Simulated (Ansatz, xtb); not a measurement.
CHOSb: which of two structures lies lower

We compare I, a triplet given by its coordinates, with II, `O[C]#[Sb]`, a singlet. Both are isolated molecules in the gas phase, relaxed with PBE0-D4/def2-TZVP.

I (Å):

```xyz
4

C    -3.4339    0.8584    0.9309
O    -3.2208    1.6379    0.0486
Sb   -4.2058    1.4856    2.9065
H    -3.2487   -0.2307    0.7888
```

Close contacts (Å): C1–O2 1.20, C1–Sb3 2.21, C1–H4 1.11.

II (Å):

| atom | x (Å) | y (Å) | z (Å) |
| --- | --- | --- | --- |
| C | -3.5449 | 1.2487 | 1.2681 |
| O | -3.1898 | 0.0757 | 1.6754 |
| Sb | -4.0271 | 2.9791 | 0.7764 |
| H | -3.3336 | -0.5994 | 0.9961 |

Q: Estimate which is lower in electronic energy at CCSD(T)/def2-TZVPP, and by roughly how much.

A: The CCSD(T)/def2-TZVPP calculation puts structure I lower, by 0.447 eV.

How the difference moves with the method:

```tsv
level	geometry	E(II) − E(I) (eV)	departure from the last row (eV)	job, with rough time for the two
PBE0-D4/def2-TZVP	PBE0-D4/def2-TZVP	+0.746	+0.299	optimisation, 28 s
HF/def2-TZVPP	PBE0-D4/def2-TZVP	+1.994	+1.547	part of the CCSD(T) run
MP2/def2-TZVPP	PBE0-D4/def2-TZVP	+0.021	−0.426	part of the CCSD(T) run
CCSD(T)/def2-TZVPP	PBE0-D4/def2-TZVP	+0.447		single point, 31 s
```

MP2/def2-TZVPP finds them nearly level. The largest departure from CCSD(T)/def2-TZVPP is that of HF/def2-TZVPP, 1.547 eV. Levels run at GFN2-xTB geometries aren't shown. The triplet state of I needn't be its ground state.

With harmonic frequencies from PBE0-D4/def2-TZVP (ideal gas, rigid rotor, one conformer each, 298.15 K, 1 atm): the zero-point term adds +0.015 eV; ΔH is +0.465 and ΔG +0.518 eV.

The T1 diagnostic of structure II is large, so the coupled-cluster value is less sure. Open shells are spin-unrestricted. The correlated steps freeze 6 core orbitals; the filled d shell of Sb is correlated, in a basis made for valence electrons. Atoms past krypton carry core potentials in the def2 sets and no spin–orbit term is included. ΔG holds the spin degeneracy. Codes used: Ansatz 0.2.0; the last row on 2 threads of Arm Neoverse V2 on a shared host.
